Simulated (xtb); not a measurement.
BrF2H2NSi, SMILES N[Si](F)(F)Br. All values are semi-empirical tight-binding results from xtb (GFN2-xTB unless named), good for trends rather than for accurate numbers. Geometry: GFN2-xTB. The structure was generated by enumeration, and PubChem lists no compound with its InChIKey, so it may never have been made. The values are those of a single conformer.

Optimised geometry:

Bonded distances (Å): N1–Si2 1.692, N1–H6 1.005, N1–H7 1.005, Si2–F3 1.585, Si2–F4 1.585, Si2–Br5 2.178. Bond angles (°): Si2–N1–H6 121.4, Si2–N1–H7 121.4, H6–N1–H7 111.9, N1–Si2–F3 109.1, N1–Si2–F4 109.1, N1–Si2–Br5 117.7, F3–Si2–F4 106.5, F3–Si2–Br5 106.9, F4–Si2–Br5 106.9.
Charge 0, spin multiplicity 1.

Computed properties:
- point group as xtb finds it: Cs
- orbital gap: 7.23 eV
- zero-point energy: 20.1 kcal/mol
- G − E(el) at 298.15 K (modified RRHO): -0.3 kcal/mol
- static polarisability (D4 model): 68.9 bohr³
- solvation energy, GFN2-xTB/ALPB(water): -3.3 kcal/mol
- solvation energy, GFN2-xTB/ALPB(dmf): -6.8 kcal/mol

Q: Give the atomic charges and the Wiberg bond orders between heavy atoms. (Estimate from the structure and the level; the computed values follow.)

A: charges (e) N1 -0.38, Si2 0.66, F3 -0.25, F4 -0.25, Br5 -0.14, H6 0.18, H7 0.18. Bond orders N1–Si2 1.18, Si2–F3 1.09, Si2–F4 1.09, Si2–Br5 1.09.
